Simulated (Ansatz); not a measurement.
Reaction (formal exchange of groups at the Si–O bond): `O[SiH](O)S[SiH](O)Cl` + `CCCCC(C)CC` → `O[SiH](O)S[SiH2]Cl` + `CCCCC(CC)CO`

Computed with Ansatz on PBE0-D4/def2-TZVP structures; ΔE is electronic, products minus reactants. CCSD(T)/CBS adds triple-zeta CCSD(T) − MP2 to the extrapolated MP2 energy (def2 sets, frozen cores). Functionals use def2-TZVPP. B3LYP here is the variant with VWN-RPA as its local correlation; programs differ in this. HSE06 is defined as in plane-wave codes. One conformer a species, not always the lowest.

Question: Is it downhill or uphill in electronic energy at CCSD(T)/CBS, and by how much? (Estimate.)

Answer: The calculation gave: Uphill: ΔE = +198.7 kJ/mol.

Question: What do these levels give: B3LYP-D4, HSE06-D4, CAM-B3LYP-D4, ωB97X-V, B2PLYP, PBE-QIDH, r2SCANh, r2SCAN0, HSE06, BHLYP, CCSD/def2-SVP, MP2/def2-QZVPP? (An estimate is asked.)

Answer: The calculation gave: B3LYP-D4 196.3, HSE06-D4 191.0, CAM-B3LYP-D4 196.7, ωB97X-V 190.3, B2PLYP 197.5, PBE-QIDH 197.3, r2SCANh 199.4, r2SCAN0 199.8, HSE06 189.2, BHLYP 196.7, CCSD/def2-SVP 172.3, MP2/def2-QZVPP 207.0 kJ/mol.

Largest T1 diagnostic among the species: 0.012.

From BLYP to BHLYP (50 % exact exchange), in def2-TZVPP and without D4, ΔE moves by +8.3 kJ/mol. At CCSD(T), def2-SVP lies −27.3 kJ/mol from the extrapolated value and def2-TZVPP −4.1 kJ/mol.
